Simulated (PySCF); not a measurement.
## Input and output of a scripted DFT run

The script drives PySCF SCF with an in-house response code with single-precision fitted integrals, so total energies wander by about 1e-6 Eh between cycles (the fitting error itself is about 1e-3 Eh and cancels in differences); atoms count from 0. Kgrid is the grid level of the response kernel; vcut the energy (Eh) above which virtual orbitals leave the response; delta the states run by ΔSCF (the anion only where the lumo is low enough to bind); pop asks for populations, which are stored and not printed; grid is the SCF grid level (2 if not given).

The basis has no diffuse functions, so the polarisability comes out too low. Without diffuse functions Rydberg states are missing, so unbound LUMOs, wide gaps and states within about 2 eV of the ionisation energy come out too high, and electron affinities are rough.

Job and coordinates (Å):

```
{"job": {"kind": "uv", "basis": "def2-SVP", "grid": 1, "kgrid": 0, "vcut": 1.5, "nstates": 8, "ntriplets": 3, "tda": true, "delta": ["ip_vertical", "ea_vertical"], "pop": true, "xc": "PBE0"}, "charge": 0, "multiplicity": 1}
C      1.540644     0.737818     1.275253
C      1.553801    -0.644553     1.308451
C      1.510763    -1.384106     0.136632
C      1.595510    -0.699907    -1.070253
C      1.582612     0.679518    -1.103522
C      1.483157     1.419019     0.069083
C      1.266490     2.905436     0.021711
C     -0.040843     3.289915    -0.688560
C     -1.319678     2.881532     0.059177
C     -1.507182     1.391411     0.112905
C     -1.517554     0.709341     1.319820
C     -1.503964    -0.673065     1.353095
C     -1.480157    -1.411730     0.180023
C     -1.612789    -0.729590    -1.023634
C     -1.625588     0.649788    -1.056607
C     -1.263420    -2.898762     0.198370
C      0.023062    -3.318061    -0.529946
C      1.322536    -2.874945     0.160313
H      1.529259     1.291975     2.203399
H      1.552544    -1.153270     2.262249
H      1.636017    -1.253356    -1.997980
H      1.612148     1.188437    -2.056925
H      1.255960     3.307070     1.037300
H      2.093555     3.378171    -0.517230
H     -0.052826     4.375832    -0.813365
H     -0.051099     2.843142    -1.683666
H     -1.287655     3.283773     1.074024
H     -2.170713     3.338154    -0.455661
H     -1.490549     1.263736     2.247494
H     -1.466051    -1.181572     2.306422
H     -1.669447    -1.284040    -1.949993
H     -1.692009     1.157602    -2.008513
H     -2.105031    -3.396487    -0.293152
H     -1.223529    -3.251121     1.231409
H      0.032284    -4.408838    -0.602436
H      0.004697    -2.919590    -1.545300
H      2.158674    -3.356346    -0.356291
H      1.320169    -3.227939     1.193885
```

Command:

```bash
OMP_NUM_THREADS=1 python large_run.py task.json out
```

Question: What does the program print?

Answer: 
```
start: PBE on a coarse grid of 29714 points
cycle   1  E = -696.1697119007  dE =  2.284e+00  |g| = 8.258e-01  |ddm| = 7.953e+00
cycle   2  E = -695.9245532034  dE =  2.452e-01  |g| = 1.274e+00  |ddm| = 3.508e+00
cycle   3  E = -696.3742629715  dE = -4.497e-01  |g| = 1.385e-01  |ddm| = 2.612e+00
cycle   4  E = -696.3782144716  dE = -3.952e-03  |g| = 5.458e-02  |ddm| = 4.452e-01
cycle   5  E = -696.3788208060  dE = -6.063e-04  |g| = 2.075e-02  |ddm| = 7.658e-02
cycle   6  E = -696.3789172966  dE = -9.649e-05  |g| = 6.059e-03  |ddm| = 3.547e-02
final grid: 126883 points
cycle   7  E = -696.6336369896  dE = -8.407e-03  |g| = 3.982e-02  |ddm| = 1.316e+00
cycle   8  E = -696.6335564168  dE =  8.057e-05  |g| = 4.398e-02  |ddm| = 1.318e-01
cycle   9  E = -696.6340733839  dE = -5.170e-04  |g| = 8.372e-03  |ddm| = 8.716e-02
cycle  10  E = -696.6340885075  dE = -1.512e-05  |g| = 3.855e-03  |ddm| = 1.816e-02
cycle  11  E = -696.6340927584  dE = -4.251e-06  |g| = 8.037e-04  |ddm| = 7.385e-03
cycle  12  E = -696.6340925012  dE =  2.572e-07  |g| = 2.652e-04  |ddm| = 1.955e-03
cycle  13  E = -696.6340936979  dE = -1.197e-06  |g| = 6.912e-05  |ddm| = 4.716e-04
converged SCF energy = -696.6340936979
Vertical ionisation energy (delta-SCF) = 7.1783 eV   <S^2> = 0.756

Static polarisability (au): isotropic 170.197, principal 123.964 163.248 223.379

Singlet excitations
state   eV       nm        f      main configurations
  1   4.2355    292.7   0.00007   H->L 0.79, H-1->L+1 0.20
  2   4.5665    271.5   0.00000   H->L+1 0.94
  3   5.1796    239.4   0.00085   H-1->L+1 0.75, H->L 0.18
  4   5.1864    239.1   0.00000   H-1->L 0.91
  5   5.4573    227.2   0.00336   H->L+3 0.37, H-2->L 0.21, H-1->L+2 0.21
  6   5.7202    216.7   0.00153   H->L+2 0.56, H-2->L+1 0.43
  7   5.7220    216.7   0.00002   H-2->L 0.57, H->L+3 0.42
  8   6.1562    201.4   0.00374   H-3->L 0.64, H-1->L+3 0.31

Triplet excitations (Tamm-Dancoff, eV): 3.3313 3.6772 3.9213
```

The run took 2.5 min of wall time on 1 thread of Arm Neoverse N1 (shared host), peak memory 0.67 GiB.
